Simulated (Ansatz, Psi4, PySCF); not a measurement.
Molecule: LiCl (charge 0, singlet). SMILES: [Cl][Li]
Geometry: optimised at B3LYP-D3(BJ)/def2-TZVP (Ansatz, an electronic-structure program).

Property: size of the dipole moment, in D. Terms: six Cartesian d functions in 6-31G* and its kin unless marked 5d; 6-311+G** with 5d, 6d on Na to Ar in Ansatz; non-relativistic; spin-orbit terms left out. Ab initio and DFT rows: single points at B3LYP-D3(BJ) geometries (Ansatz).

```json
[
 {"level": "PBE/STO-3G", "program": "Ansatz", "size of the dipole moment (D)": "4.75"},
 {"level": "BLYP/6-31G*", "program": "Ansatz", "size of the dipole moment (D)": "6.67"},
 {"level": "B3LYP/6-31G*", "program": "Ansatz", "size of the dipole moment (D)": "6.91"},
 {"level": "PBE0/6-311+G**", "program": "Ansatz", "size of the dipole moment (D)": "7.11"},
 {"level": "M06-2X/6-311+G**", "program": "PySCF", "size of the dipole moment (D)": "7.16"},
 {"level": "wB97X-D/6-31G*", "program": "Psi4", "size of the dipole moment (D)": "7.16"},
 {"level": "wB97X-D/6-311+G**", "program": "Psi4", "size of the dipole moment (D)": "7.25"}
]
```

No value to compare with is used here. The 7 habitual levels span 4.75 (PBE/STO-3G) to 7.25 D (wB97X-D/6-311+G**).

The levels are drawn from those run, B3LYP/6-31G* more often than the rest, none by its result; runs whose electronic state is in doubt are left out.
